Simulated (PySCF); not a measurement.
Computed IR spectrum (relative IR intensity) of a molecule C4H10Si. Coordinates come from a PBE-D3(BJ)/def2-SVP optimisation. The values are those of a single conformer. Level of theory: PySCF 2.14.0 with PBE-D3(BJ)/def2-SVP. Frequencies are harmonic and unscaled.

Lines under 2 % of the strongest are left out, and lines within 2 cm⁻¹ are merged.

| ν (cm⁻¹) | relative intensity |
|---|---|
| 300 | 2.5 |
| 499 | 2.9 |
| 593 | 4.8 |
| 685 | 3.9 |
| 780 | 6.8 |
| 818 | 12 |
| 886 | 100 |
| 896 | 8.8 |
| 911 | 11 |
| 914 | 17 |
| 960 | 12 |
| 1033 | 3.5 |
| 1075 | 3.1 |
| 1132 | 5.5 |
| 1149 | 5.5 |
| 1272 | 3.3 |
| 1372 | 3.3 |
| 1398 | 3.1 |
| 1410 | 4.3 |
| 2150 | 54 |
| 2162 | 43 |
| 2171 | 42 |
| 2952 | 15 |
| 2968 | 4.6 |
| 3017 | 5.9 |
| 3055 | 6.3 |
| 3065 | 15 |

### Question
Identify the compound among the candidates.
A. C=CCC[SiH3]
B. C/C=C/[SiH2]C
C. C/C=C/C[SiH3]
D. C[C@@H]1CC[SiH2]1

### Answer
C, C/C=C/C[SiH3]
